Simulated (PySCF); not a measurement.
Excitation energy of Si²⁺ by level of theory

Si²⁺ [Ne] 3s2 (1S) → Si²⁺ [Ne] 3p2 (3P), as a difference of total energies. All numbers are calculated (PySCF 2.14, the non-relativistic Hamiltonian (point nucleus), in def2-TZVPPD (6s5p4d1f, 48 functions)). Correlated levels: valence: [Ne] frozen. The calculations carry no spin-orbit coupling.

| method | excitation energy (cm⁻¹) |
| --- | --- |
| UHF | 120260 |
| MP2 (valence) | 125760 |
| SCS-MP2 (valence) | 128160 |
| CCSD (valence) | 127820 |

A first-order spin-orbit estimate (lowest level to lowest level, LS coupling) adds -0.027 eV.

With two correlated electrons CCSD is exact in that space.
